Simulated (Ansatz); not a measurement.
Geometry optimisation, Ansatz 0.2.0, RKS PBE/def2-SVP.

Input:

```yaml
crystal:
  periodic: [false, false, false]
  atoms:
    - { symbol: B, position_ang: [-0.078773, -0.341966, -0.119087] }
    - { symbol: H, position_ang: [-0.009503, -0.511209, 1.06895] }
    - { symbol: O, position_ang: [0.973759, -0.422414, -0.961046] }
    - { symbol: H, position_ang: [1.81815, -0.539983, -0.486586] }
    - { symbol: Cl, position_ang: [-1.695626, -0.157336, -0.846628] }
    - { symbol: O, position_ang: [-0.126262, 2.059053, 0.89299] }
    - { symbol: H, position_ang: [-0.969534, 2.049677, 0.396129] }
    - { symbol: H, position_ang: [-0.260912, 1.288579, 1.501778] }
basis:
  gaussian: { orbitals: def2-SVP }
hamiltonian:
  xc: pbe
relax:
  f_tol: 0.03
  max_steps: 50
```

Launched with:

```bash
$ ansatz run input.yaml --threads 1 --pin off --max-ram 2048MiB --backend cpu --events-out ev --progress --plain --runs-dir out
```

Question: Where does it end, and by what steps?

Answer: The run converged. After 14 steps the energy has fallen by 0.127 eV; H7 moved furthest, 0.58 Å.

| step | energy less start (eV) | largest force component (eV/Å) | accepted |
| --- | --- | --- | --- |
| 0 | 0.0000 | 0.639 | yes |
| 1 | -0.0169 | 1.071 | yes |
| 2 | -0.0350 | 0.871 | yes |
| 3 | -0.0509 | 0.689 | yes |
| 4 | -0.0769 | 0.279 | yes |
| 5 | -0.0548 | 0.824 | no |
| 6 | -0.0890 | 0.125 | yes |
| 7 | -0.0964 | 0.449 | yes |
| 8 | -0.1021 | 0.327 | yes |
| 9 | -0.1171 | 0.430 | yes |
| 10 | -0.1237 | 0.186 | yes |
| 11 | -0.1264 | 0.105 | yes |
| 12 | -0.1269 | 0.097 | yes |
| 13 | -0.1271 | 0.053 | yes |
| 14 | -0.1274 | 0.015 | yes |

```xyz
8
Properties=species:S:1:pos:R:3
B -0.069 -0.201 0.044
H 0.085 -0.824 1.083
O 0.897 -0.130 -0.934
H 1.766 -0.388 -0.583
Cl -1.785 -0.135 -0.606
O -0.034 1.558 0.832
H -0.469 2.052 0.103
H -0.740 1.493 1.508
```

Time of the run: 26 s on 1 thread of Arm Neoverse V2 (shared host), peak memory 0.14 GiB.
